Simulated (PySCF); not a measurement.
An unknown shows these calculated signals:

1H NMR (400 MHz, computed): δ 7.15 (m, 2H), 7.05 (m, 2H), 4.69 (m, 1H), 4.66 (m, 1H), 2.49 (s, 6H), 0.19 (br s, 2H).

13C{1H} NMR (computed): δ 161.0 (CH), 158.4 (CH), 39.5 (CH3).

Non-relativistic, no solvent, one conformer, rapidly exchanging positions averaged. PBE0-D3(BJ)/def2-SVP geometry; shieldings: GIAO PBE0/pcSseg-1; PySCF.

Scale: 1H, 13C against TMS (reference shieldings calculated alike).

Q: Which of these does the molecule contain: an NH or NH2 group, an N-methyl group, a Si–H bond, a carboxylic acid, an amide, an S-methyl group?

A: 
- An NH or NH2 group: yes (δH 0.19 (br s)).
- An N-methyl group: yes (δC 39.5; δH 2.49 (s)).
- A Si–H bond: yes (δH 4.69 (m)).
- A carboxylic acid: no.
- An amide: no.
- An S-methyl group: no.

The data belong to `InChI=1S/C6H14N2Si2/c1-8(2)10-5-3-9(7)4-6-10/h3-6,9-10H,7H2,1-2H3/t9-,10+`; they needn't prove each group on their own.

Carbon signals by region: 1 in the far downfield region (above 160 ppm), 1 in the sp2 and nitrile region (100–160 ppm), 1 below 50 ppm. Above 160 ppm: 161.0, alkene CH.

OH and NH positions are those of a molecule without intermolecular hydrogen bonds; in solution they move with solvent, concentration and temperature, and exchange usually removes their couplings. Shifts are as computed. Against solution values, carbons near 30 ppm lie about +2 ppm off and those near 130 ppm about +5 ppm. Of 1313 compounds with measured shifts, 239 miss one by over three times the rms of a fit or turn the order of signals round; such compounds aren't used in these exercises. Multiplicities follow the n + 1 count of equivalent neighbours, as no J values were calculated; m marks all less simple cases, F and P coupling included.
